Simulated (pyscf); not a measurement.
Structures and frequencies: ωB97X-D3(BJ)/def2-SVP in PySCF.

Problem. Estimate the classical barrier height and the reaction energy of Cl–SiH(Cl)–GeH₃ → GeH₂ [singlet] + Cl–SiH₂–Cl at ωB97M-D3(BJ)/def2-TZVP. The step runs on the singlet surface, breaks Ge–Si, Ge–H and forms H–Si; take the reactant's lowest minimum found as zero.

Solution. ΔE‡ = 158.9 kJ/mol, ΔE = +168.2 kJ/mol. Zero-point energy shifts the barrier by -5.1 kJ/mol. It is a 1,1-elimination, with an imaginary mode of 195i cm⁻¹. On the product side the descent ends in an adduct with a Ge–Si contact, 41.4 kJ/mol under the separated species and 7.0 kJ/mol under the saddle at ωB97X-D3(BJ)/def2-TZVP. At ωB97M-D3(BJ) the saddle lies under the separated products, which points to a path from their complex (located at ωB97X-D3(BJ) alone), and parting the products costs more than the saddle. What is counted as broken (Ge–Si) persists as a longer contact in the product adduct; parting that adduct is a step of its own. At ωB97X-D3(BJ) the barrier from the zero used here is 171.8 kJ/mol. One saddle was located; it need not be the lowest between these sides. Elements up to Kr have no core potential and no relativistic terms here.
